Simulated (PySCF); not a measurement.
From one molecule to another.

First species: C₆H₁₁NSi₂.
InChI=1S/C6H11NSi2/c1-2-6-3-4-9(5-6)7-8/h2-5,7,9H,1H2,8H3/t9-/m1/s1

Second species: C₃H₁₁NO₃Si₂.
Numbering: `[CH3:1][O:2][C@@H:3]([CH:4]=[O:5])[Si@@H:6]([NH2:7])[O:8][SiH3:9]` (hydrogens: H10, H11, H12 on C1; H13 on C3; H14 on C4; H15 on Si6; H16, H17 on N7; H18, H19, H20 on Si9)

Levels: PBE0/pcSseg-1 for HOMO energy, LUMO energy and HOMO–LUMO gap. Geometries: GFN2-xTB. Each species is one conformer at its optimised geometry, gas phase, non-relativistic unless stated. Electronic properties by PySCF.

The conformers computed, where there is a choice (atom-mapped SMILES and torsion angles):
- `[CH2:1]=[CH:2][C:3]1=[CH:4][Si@H:5]([NH:6][SiH3:7])[CH:8]=[CH:9]1`: C1–C2–C3–C4 -179°, C4–Si5–N6–Si7 173°

The conformers of `CO[C@@H](C=O)[Si@@H](N)O[SiH3]` aren't listed.

```
     property  column X  column Y
  HOMO energy  -6.44 eV  -7.17 eV
  LUMO energy  -1.80 eV  -0.96 eV
HOMO–LUMO gap   4.64 eV   6.21 eV
```

(1) Which column belongs to which species?

(2) How does each property change from the first species to the second?

Results:

(1) Column X is the first species and column Y the second. The first has 20 atoms and 82 electrons, the second 20 and 88.

(2) HOMO energy -0.73 eV; LUMO energy +0.84 eV; HOMO–LUMO gap +1.57 eV.

